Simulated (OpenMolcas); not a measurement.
**Ti2+: moving the ligands**

Ti2+ with 6 ligands (sulfide) in octahedral coordination (Oh) at 2.64 Å. A charge of +1.67 e stands 2.8 Å behind each ligand. Ligand basis ANO-RCC-VDZP.
```
Ti    0.0000    0.0000    0.0000
S     2.6400    0.0000    0.0000
S     0.0000    2.6400    0.0000
S    -2.6400    0.0000    0.0000
S     0.0000   -2.6400    0.0000
S     0.0000    0.0000    2.6400
S     0.0000    0.0000   -2.6400
```

```yaml
Program: OpenMolcas 26.06
Method: "SS-CASPT2, IPEA 0.25 Eh, imaginary shift 0.1 Eh (closed shells correlated: 3s 3p and the ligand valence shells)"
Basis: ANO-RCC-VTZP [6s5p3d2f1g]
Scalar_Hamiltonian: DKH2, point nucleus
Active_space: 2 electrons in 5 orbitals (3d)
State_averaging: 2S+1 = 3 even, 10 roots; 2S+1 = 1 even, 15 roots
Spin-orbit_coupling: RASSI with atomic mean-field integrals over the reference wave functions
```

Runs around this geometry, states (labels of O, the rotations of Oh). Energies in cm-1 above the lowest state or level, χT in cm3 K/mol; under a threefold ground state the first gap can be a small split of the lowest multiplet, not the spin-orbit step.

```json
{"R (Å)": "2.57", "Ground state": "3T1", "First state of that spin": "3T2 1390", "First gap with spin-orbit (degeneracies)": "18 (2, 3)", "χT at 300 K": "1.170", "First state of another spin": "1E 5000"}
{"R (Å)": "2.64", "Ground state": "3T1", "First state of that spin": "3T2 1740", "First gap with spin-orbit (degeneracies)": "15 (2, 3)", "χT at 300 K": "1.164", "First state of another spin": "1T2 5870"}
{"R (Å)": "2.7", "Ground state": "3T1", "First state of that spin": "3T2 1910", "First gap with spin-orbit (degeneracies)": "14 (2, 3)", "χT at 300 K": "1.163", "First state of another spin": "1T2 6310"}
```

Roots that are degenerate in the reference are averaged as groups; the widest CASPT2 spread within a group is 330 cm-1 (the 3-fold group of multiplicity 3 near 1390 cm-1 above the lowest state of its run, R = 2.57). Shifts and gaps below about the spread of the groups concerned are not significant. Over all roots computed the reference weight is 0.60 to 0.63 in R = 2.57, 0.61 to 0.63 in R = 2.64, 0.62 to 0.64 in R = 2.7; a low but even weight reflects the number of correlated electrons. An orbital triplet at a regular site is open to Jahn-Teller coupling, which can distort the site and quench the lowest spin-orbit gaps and is left out. The sulfide ions are held by bare point charges, a crude embedding. Ligand-to-metal charge-transfer states are missing. With no ligand orbital active B as a rule stays too high, so bands that hang on it stand too high and its fall with covalency is understated. With one d shell and no ligand orbital active, 10Dq can be off by tens of per cent for divalent 3d ions, low with halides held by bare charges and at times high in hosts. Free-ion shares, where given, are those of the reference states; single-state CASPT2 does not remix them. These CASPT2 states fit no ligand-field parameters well, so their order and spin gaps are uncertain (holds for R = 2.64; R = 2.7). No measured value stands beside these numbers; the geometry was imposed, not optimised, and the real ion may take another.
